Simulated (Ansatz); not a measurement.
`B1NC[SiH2]1`, charge 0, multiplicity 1.

(1) Give a relaxed structure at PBE0-D4/def2-TZVP (Ansatz). (Estimate.)

Results:

(1) The calculation gave: 
Z-matrix (Å, degrees):
```
C
N 1 1.470
Si 1 1.925 2 88.6
H 1 1.094 2 112.6 3 118.3
H 1 1.094 2 112.6 3 -118.3
B 2 1.394 1 110.8 3 -0.0
H 2 1.013 1 120.4 3 -180.0
H 3 1.490 1 114.1 2 -117.8
H 3 1.490 1 114.1 2 117.8
H 6 1.192 2 125.6 1 -180.0
```
Point group Cs.
This is one stationary point; other conformers may exist.
